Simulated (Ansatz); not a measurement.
```yaml
crystal:
  periodic: [false, false, false]
  atoms:
    - {symbol: Li, position_ang: [0.000000, 0.000000, 0.001985]}
    - {symbol: I, position_ang: [-0.000000, -0.000000, 2.389939]}
basis:
  gaussian: {orbitals: def2-TZVPP, point_charges: [{charge: 0.50, position_ang: [4.354, 0.326, -0.749]}]}
hamiltonian: {xc: {name: HF}}
correlation: {method: mp2, frozen_orbitals: {Li: 9}}
```

```sh
$ ansatz run in.yaml --threads 2 --pin off --events-out ev --progress --plain --max-ram 32768MiB --backend cpu
```

It prints (some lines left out):

```
Functional definition: HF
  name "HF"
  cite "Fock, Z. Phys. 61, 126 (1930) doi:10.1007/BF01340294"
  parent pbe
  exchange = exact_x
  correlation = 0
Error: "frozen_orbitals" has no count for I
```

Task: What is wrong with this run?

Result: Frozen orbitals are typed for one element alone, and the program wants a count for each. The program refused the input.
